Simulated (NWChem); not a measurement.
## Atomisation of HAl

```
Al
H 1 1.6662
```
Charge 0, spin multiplicity 1.

All runs are NWChem calculations. The geometry was optimised at B3LYP/def2-SVP, a minimum by its harmonic frequencies.

Basis set: def2-TZVP. The atomisation energy is electronic alone: no zero-point, thermal, spin-orbit or counterpoise terms. No value is extrapolated to the basis-set limit. Free atoms are single determinants with multiplicities Al 2, H 2. Correlated methods freeze the same cores in atoms and molecule, 5 orbitals in all.

The correlated methods keep 5 core orbitals frozen. B3LYP has NWChem's definition, with VWN1-RPA local correlation. The structure started from a generated list of species. The stability of the SCF solutions was not checked. Open-shell Hartree-Fock references start from PBE0 orbitals. Coupled-cluster values serve here as a point of comparison, not as the truth.

```
method       atomisation energy (kcal/mol)
-----------  -----------------------------
CCSD(T)                               70.3
PBE0                                     …
LDA (SVWN5)                           77.5
HF                                       …
MP2                                   66.8
TPSS                                     …
BP86                                  73.0
PBE                                      …
r2SCAN                                69.6
B3LYP                                 72.9
```

Problem. What belongs in the gaps?

Solution. 
- PBE0, atomisation energy (kcal/mol): 69.0
- HF, atomisation energy (kcal/mol): 52.4
- TPSS, atomisation energy (kcal/mol): 74.4
- PBE, atomisation energy (kcal/mol): 69.3
